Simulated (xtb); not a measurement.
F3In, triplet, at a GFN2-xTB geometry (such geometries of metal compounds can be far from the true shape) (a higher spin typed on purpose: for a closed-shell molecule this is an excited state); GFN1-xTB in xtb.

Here is a job for xtb.
```
$ xtb mol.xyz --gfn 1 --uhf 2 --acc 0.1 --json

# file mol.xyz
4

In    -0.00000000    -0.00000000    -0.00000000
F     -1.99079778    -1.21099599     0.03539377
F      0.01794243     2.18957193    -0.79780488
F      1.97285535    -0.97857595     0.76241111
```

What the program printed (banner, timings and long lists left out):

```
   ID    Z sym.   atoms
    1   49 In     1
    2    9 F      2-4

           -------------------------------------------------
          |                Calculation Setup                |
           -------------------------------------------------

molecular fragmentation (1/2 indicates fragments):
1112
# atoms in fragment 1/2:     3     1
 fragment masses (1/2) :      152.81       19.00
CMA distance (Bohr)    :   4.951
constraining FC (au)   :  0.0500

           -------------------------------------------------
          |                 G F N 1 - x T B                 |
           -------------------------------------------------

          ...................................................
          :                      SETUP                      :
          :.................................................:
          :  # basis functions                  22          :
          :  # atomic orbitals                  21          :
          :  # shells                            9          :
          :  # electrons                        24          :
          :  # halogen bonds                     0          :
          :  max. iterations                   250          :
          :  Hamiltonian                  GFN1-xTB          :
          :  restarted?                      false          :
          :  GBSA solvation                  false          :
          :  PC potential                    false          :
          :  electronic temp.          300.0000000     K    :
          :  accuracy                    0.1000000          :
          :  -> integral cutoff          0.3500000E+02      :
          :  -> integral neglect         0.1000000E-08      :
          :  -> SCF convergence          0.1000000E-06 Eh   :
          :  -> wf. convergence          0.2000000E-05 e    :
          :  Broyden damping             0.4000000          :
          :  net charge                          0          :
          :  unpaired electrons                  2          :
          ...................................................

 iter      E             dE          RMSdq      gap      omega  full diag
   1    -16.8614004 -0.168614E+02  0.278E+00    8.21       0.0  T
   2    -16.8644936 -0.309322E-02  0.171E+00    8.74       1.0  T
   3    -16.8645163 -0.226066E-04  0.229E-01    8.93       1.0  T
   4    -16.8645607 -0.444814E-04  0.507E-02    8.85       1.0  T
   5    -16.8642247  0.336016E-03  0.187E-01    8.85       1.0  T
[...]
         :: total energy             -16.864878000702 Eh    ::
[...]
        11        1.7884           -0.5340205             -14.5314
        12        1.7323           -0.5337270             -14.5235
        13        1.0000           -0.4851948             -13.2028 (HOMO)
        14                         -0.1601069              -4.3567 (LUMO)
        15                         -0.1601069              -4.3567
        16                         -0.1521076              -4.1391
        17                         -0.1429671              -3.8903
        18                         -0.1429671              -3.8903
        19                         -0.1421297              -3.8675
        20                          0.0373563               1.0165
        21                          0.0373563               1.0165
      -------------------------------------------------------------
                  HL-Gap            0.3250880 Eh            8.8461 eV
             Fermi-level           -0.4277109 Eh          -11.6386 eV

  Mulliken/CM5 charges         n(s)   n(p)   n(d)
     1In    0.67269  0.70999   1.812  0.433  0.083
     2F    -0.22423 -0.23666   1.923  5.301  0.000
     3F    -0.22423 -0.23666   1.923  5.301  0.000
     4F    -0.22423 -0.23666   1.923  5.301  0.000

Wiberg/Mayer (AO) data.
largest (>0.10) Wiberg bond orders for each atom

 ---------------------------------------------------------------------------
     #   Z sym  total        # sym  WBO       # sym  WBO       # sym  WBO
 ---------------------------------------------------------------------------
     1  49 In   1.251 --     3 F    0.417     2 F    0.417     4 F    0.417
     2   9 F    0.676 --     1 In   0.417     3 F    0.130     4 F    0.130
     3   9 F    0.676 --     1 In   0.417     4 F    0.130     2 F    0.130
     4   9 F    0.676 --     1 In   0.417     3 F    0.130     2 F    0.130
 ---------------------------------------------------------------------------

Topologies differ in total number of bonds
Writing topology from bond orders to xtbtopo.mol

 dipole moment from electron density (au)
     X       Y       Z
   0.0000   0.0000  -0.0000  total (Debye):    0.000

           -------------------------------------------------
          | TOTAL ENERGY              -16.864878000702 Eh   |
          | GRADIENT NORM               0.010743700761 Eh/α |
          | HOMO-LUMO GAP               8.846094192776 eV   |
           -------------------------------------------------

normal termination of xtb
```
